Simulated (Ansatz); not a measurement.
```yaml
crystal:
  periodic: [false, false, false]
  atoms:
    - {symbol: C, position_ang: [-0.084569, 2.156314, 0.002319]}
    - {symbol: C, position_ang: [1.014751, 0.518210, -0.112814]}
    - {symbol: N, position_ang: [0.240800, -0.536249, -0.378118]}
    - {symbol: C, position_ang: [1.211944, -1.638176, -0.882661]}
    - {symbol: Sn, position_ang: [-1.712925, -1.019758, 0.782722]}
    - {symbol: H, position_ang: [-0.275677, 2.319637, -0.995427]}
    - {symbol: H, position_ang: [0.286378, 3.172314, 0.164606]}
    - {symbol: H, position_ang: [-0.462785, 1.965594, 0.786882]}
    - {symbol: H, position_ang: [1.367054, 0.711647, 0.978436]}
    - {symbol: H, position_ang: [1.742041, 0.867341, -0.600220]}
    - {symbol: H, position_ang: [1.592022, -1.249928, -0.995474]}
    - {symbol: H, position_ang: [0.490332, -2.480926, -0.702499]}
    - {symbol: H, position_ang: [1.415345, -1.787977, 0.208820]}
    - {symbol: H, position_ang: [-1.730667, -2.343140, -0.076644]}
    - {symbol: H, position_ang: [-2.973801, 0.266815, -0.273438]}
    - {symbol: H, position_ang: [-1.952317, -0.271057, 1.750009]}
basis:
  gaussian: {orbitals: def2-TZVP}
magnetization: {spin_polarized: true, initial_magnetization: 3}
hamiltonian: {xc: {name: B3LYP5}, pseudopotentials: {relativity: scalar}}
```

```sh
$ ansatz run in.yaml --threads 4 --pin off --events-out ev --progress --plain --max-ram 11315MiB
```

(1) How does Ansatz answer? (An estimate is asked.)

## Answers

(1) The calculation gave: The program refused the input.
```
Error: a molecule whose nuclei and cores have a total charge of 58 cannot have a net charge of 0 together with 3 unpaired electrons
```

B3LYP here is the variant with VWN-RPA as its local correlation; programs differ in this.
